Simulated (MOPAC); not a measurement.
A run for MOPAC: PM6 on BTe, 2S+1 = 2, a spin state set in the input, which need not be the lowest, a point of a bond scan (R = 1.956 Å).

```
PM6 1SCF PRECISE CHARGE=0 UHF MS=0.5 THREADS=1
BTe

B      0.00000000 1     0.00000000 1     0.00000000 1
Te     0.00000000 1     0.00000000 1     1.95634100 1
```

The log:

```
*******************************************************************************
 **                                                                           **
 **                              MOPAC v23.2.5                                **
 **                                                                           **
 *******************************************************************************
 ** MOPAC's Digital Object Identifier: https://doi.org/10.5281/zenodo.6511958 **
 **                                                                           **
 ** Please cite the open-source release paper for use of this MOPAC version:  **
 ** J. E. Moussa and J. J. P. Stewart (2026)                                  **
 ** MOPAC: An open-source semiempirical molecular orbital program             **
 ** J. Open Source Softw., 11(119), 8025, https://doi.org/10.21105/joss.08025 **
 *******************************************************************************

                              PM6 CALCULATION RESULTS

 *******************************************************************************
 *  PM6        - The PM6 Hamiltonian to be used
 *  UHF        - UNRESTRICTED HARTREE-FOCK CALCULATION
 *
 *
 *
 *                 CHARGE ON SYSTEM = 0
 *
 *
 *
 *  MS=        - IN MECI, MAGNETIC COMPONENT OF SPIN =  0.5
 *  PRECISE    - TIGHTER CRITERIA TO BE USED
 *  1SCF       - DO 1 SCF AND THEN STOP
 *  THREADS=1  - MULTI-THREADING NOT USED
 *  T=         - A TIME OF 172800.0 SECONDS REQUESTED
 *  DUMP=N     - RESTART FILE WRITTEN EVERY 7200.0 SECONDS REQUESTED
 *******************************************************************************
PM6 1SCF PRECISE CHARGE=0 UHF MS=0.5 THREADS=1
 BTe

   ATOM   CHEMICAL          X               Y               Z
  NUMBER   SYMBOL      (ANGSTROMS)     (ANGSTROMS)     (ANGSTROMS)

     1       B          0.00000000  *   0.00000000  *   0.00000000  *
     2      Te          0.00000000  *   0.00000000  *   1.95634100  *



          CARTESIAN COORDINATES

    NO.       ATOM           X           Y           Z

     1         B          0.0000      0.0000      0.0000
     2        Te          0.0000      0.0000      1.9563

 General Reference for PM6:
 "Optimization of Parameters for Semiempirical Methods V: Modification of NDDO Approximations
 and Application to 70 Elements", J. J. P. Stewart, J. Mol. Mod., 13, 1173-1213 (2007)
 URL: https://link.springer.com/article/10.1007/s00894-007-0233-4

           Empirical Formula: B Te  =     2 atoms



      MOLECULAR POINT GROUP   :   C*v


          UHF CALCULATION, NO. OF ALPHA ELECTRONS =    5
                           NO. OF BETA  ELECTRONS =    4

 -------------------------------------------------------------------------------
 PM6 1SCF PRECISE CHARGE=0 UHF MS=0.5 THREADS=1
 BTe



     1SCF WAS SPECIFIED, SO BFGS WAS NOT USED
     SCF FIELD WAS ACHIEVED


                              PM6 CALCULATION
                                                       MOPAC v23.2.5 Linux




          FINAL HEAT OF FORMATION =        246.97298 KCAL/MOL =    1033.33493 KJ/MOL


          COSMO AREA              =         90.88 SQUARE ANGSTROMS
          COSMO VOLUME            =         77.62 CUBIC ANGSTROMS

          IONIZATION POTENTIAL    =          8.806637 EV
          ALPHA SOMO LUMO (EV)    =         -8.807 -1.067
          BETA  SOMO LUMO (EV)    =         -9.180 -1.993
          NO. OF ALPHA ELECTRONS  =          5
          NO. OF BETA  ELECTRONS  =          4
          MOLECULAR WEIGHT        =        138.4100         POINT GROUP:  C*v

          MOLECULAR DIMENSIONS (Angstroms)

            Atom       Atom       Distance
           Te     2    B     1     1.95634
           Te     2    B     1     0.00000
            B     1   Te     2     0.00000


          SCF CALCULATIONS        =          1





   ATOM   CHEMICAL          X               Y               Z
  NUMBER   SYMBOL      (ANGSTROMS)     (ANGSTROMS)     (ANGSTROMS)

     1       B          0.00000000  *   0.00000000  *   0.00000000  *
     2      Te          0.00000000  *   0.00000000  *   1.95634100  *

                             CARTESIAN COORDINATES

   1    B        0.000000000     0.000000000     0.000000000
   2   Te        0.000000000     0.000000000     1.956341000


           Empirical Formula: B Te  =     2 atoms



      MOLECULAR POINT GROUP   :   C*v


          ALPHA EIGENVALUES
 -71.02863 -14.33686  -9.24625  -9.24625  -8.80664  -1.06677  -1.06677   1.26482


           BETA EIGENVALUES
 -69.69067 -12.85180  -9.17999  -9.17999  -1.99270  -0.39728  -0.39728   1.87136


              NET ATOMIC CHARGES AND DIPOLE CONTRIBUTIONS

  ATOM NO.   TYPE          CHARGE      No. of ELECS.   s-Pop       p-Pop
    1          B           0.211799        2.7882     1.54535     1.24285
    2         Te          -0.211799        6.2118     1.92521     4.28659
 DIPOLE           X         Y         Z       TOTAL
 POINT-CHG.     0.000     0.000    -1.990     1.990
 HYBRID         0.000    -0.000    -0.087     0.087
 SUM            0.000    -0.000    -2.077     2.077


          ATOMIC ORBITAL ELECTRON POPULATIONS

     Atom    s        px        py        pz
    1  B   1.54535   0.41596   0.41596   0.41092
    2 Te   1.92521   1.58404   1.58404   1.11852


                    (SZ)    =    0.500000
                    (S**2)  =    0.776094


          ATOMIC ORBITAL SPIN POPULATIONS

    Atom   Total    s     px     py     pz
         Atomic
    1  B  0.7313  0.245  0.081  0.081  0.324
    2 Te  0.2687 -0.003 -0.081 -0.081  0.434

 **********************
 *                    *
 * JOB ENDED NORMALLY *
 *                    *
 **********************




 == MOPAC DONE ==
```

The run finished.

Cost: around 0.010 core-seconds (rough).
